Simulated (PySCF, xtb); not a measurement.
CH8OSi2. Atoms are numbered in the order given.

```xyz
12

Si     0.9968     0.2599    -0.5899
C      2.4280     0.3596     0.5992
O     -0.3834    -0.1040     0.2635
Si    -2.0107    -0.3884     0.1760
H      1.2350    -0.8025    -1.6169
H      0.8069     1.5637    -1.2999
H      2.2536     1.1409     1.3545
H      2.5682    -0.5990     1.1214
H      3.3595     0.5999     0.0629
H     -2.5178    -0.6556     1.5516
H     -2.2906    -1.5731    -0.6919
H     -2.7215     0.7987    -0.3904
```

Geometry optimised at PBE0-D3(BJ)/def2-SVP. The values are those of a single conformer.

Level of theory: C-PCM-B3LYP/def2-SVP (PySCF).

The values are the electrostatic part of the solvation free energy, E(continuum) − E(gas) at the gas-phase geometry, in a cavity of scaled van der Waals radii (PySCF's table); cavitation and dispersion terms are not included. In vacuum the orbital gap is 8.57 eV. The dipole moment in vacuum is 0.60 D.

Computed values in water (ε = 78.36), N,N-dimethylformamide (ε = 37.22), dichloromethane (ε = 8.93):
```
solvent                    ε  ΔG(elec) (kcal/mol)  dipole (D)  gap (eV)
---------------------  -----  -------------------  ----------  --------
water                  78.36                 -1.0        0.72      8.60
N,N-dimethylformamide  37.22                 -1.0        0.72      8.60
dichloromethane         8.93                 -0.9        0.70      8.60
```

For comparison, GFN2-xTB/ALPB(water) (xtb, at the GFN2-xTB geometry, all terms of that model) gives 1.3 kcal/mol.
